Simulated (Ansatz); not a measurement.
Br2ClFSi (`F[Si](Cl)(Br)Br`). Charge 0, multiplicity 1.

```xyz
5

F     0.4354   -0.7140    1.4340
Si    0.0369   -0.0525    0.0585
Cl    1.0001   -1.0424   -1.4129
Br    0.6515    2.0404    0.1044
Br   -2.1239   -0.2315   -0.1840
```

Question: List the harmonic frequencies (cm⁻¹, unscaled) at PBE0-D4/def2-TZVP in Ansatz. (Estimate.)

Answer: Ansatz gave: 111, 133, 189, 227, 242, 361, 530, 609, 934.

Question: Is this a minimum?

Answer: Yes, all 9 modes are real.

Question: Give the ideal-gas thermochemistry at 298.15 K and 1 bar (rigid rotor, harmonic oscillator; point group Cs, symmetry number 1).

Answer: Zero-point energy 20.0 kJ/mol; H(298) − E = 39.7 kJ/mol; entropy 364.6 J/(mol·K), of which translation 177.3, rotation 127.3, vibration 60.0; G(298) − E = -69.0 kJ/mol.

Question: And at 400, 500, 600, 800 and 1000 K?

Answer: 
```json
{"T (K)": "400", "H − E (kJ/mol)": "49.2", "S (J/mol/K)": "391.9", "G − E (kJ/mol)": "-107.6"}
{"T (K)": "500", "H − E (kJ/mol)": "58.9", "S (J/mol/K)": "413.7", "G − E (kJ/mol)": "-147.9"}
{"T (K)": "600", "H − E (kJ/mol)": "69.0", "S (J/mol/K)": "432.1", "G − E (kJ/mol)": "-190.2"}
{"T (K)": "800", "H − E (kJ/mol)": "89.7", "S (J/mol/K)": "461.8", "G − E (kJ/mol)": "-279.8"}
{"T (K)": "1000", "H − E (kJ/mol)": "110.7", "S (J/mol/K)": "485.2", "G − E (kJ/mol)": "-374.5"}
```

Question: Rotational constants (cm⁻¹)?

Answer: 0.04755, 0.02784, 0.02151.
